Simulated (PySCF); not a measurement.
B3LYP has the VWN-RPA correlation part, as in Gaussian. Delta-SCF ions had no search for a lower state. Excitations are Tamm–Dancoff values on a coarser integration grid. The basis has no diffuse functions, so Rydberg states are missing or too high.

# C8H20Si, SMILES `CC[Si](CC)(CC)CC` (charge 0, multiplicity 1)

The numbers are results of B3LYP-D3(BJ)/def2-TZVP // B3LYP-D3(BJ)/def2-SVP in PySCF, not measurements.

The HOMO comes out as -7.47 eV. The dipole moment is 0.00 D and the HOMO–LUMO gap comes out as 7.92 eV. The LUMO is 0.45 eV and the S1 excitation (TDA) comes out as 7.06 eV. The S1 oscillator strength is 0.012, the T1 excitation (TDA) is 6.92 eV and the S1–T1 gap (TDA) is 0.14 eV. The vertical ionisation energy (Delta-SCF) comes out as 9.22 eV and the total energy comes out as -16507.27 eV. The cost is around 17 core-minutes (rough).

```xyz
29

C     -0.4301    -1.2954     2.5523
C     -0.8758    -0.1155     1.6785
Si     0.0000     0.0000     0.0000
C      1.8704     0.1838     0.2560
C      2.2871     1.4229     1.0593
C     -0.3161    -1.5766    -1.0060
C     -1.7950    -1.8638    -1.2967
C     -0.6786     1.5084    -0.9285
C     -0.0619     1.7364    -2.3149
H     -0.6111    -2.2606     2.0510
H      0.6480    -1.2469     2.7777
H     -0.9637    -1.3241     3.5167
H     -1.9640    -0.1680     1.4948
H     -0.7158     0.8369     2.2152
H      2.2407    -0.7323     0.7505
H      2.3533     0.1947    -0.7377
H      3.3805     1.4899     1.1838
H      1.8439     1.4179     2.0688
H      1.9575     2.3530     0.5676
H      0.1368    -2.4261    -0.4638
H      0.2494    -1.4991    -1.9520
H     -1.9324    -2.7877    -1.8826
H     -2.2614    -1.0438    -1.8674
H     -2.3749    -1.9789    -0.3661
H     -0.5261     2.3994    -0.2932
H     -1.7742     1.3945    -1.0137
H     -0.2305     0.8728    -2.9792
H      1.0286     1.8865    -2.2525
H     -0.4844     2.6218    -2.8179
```
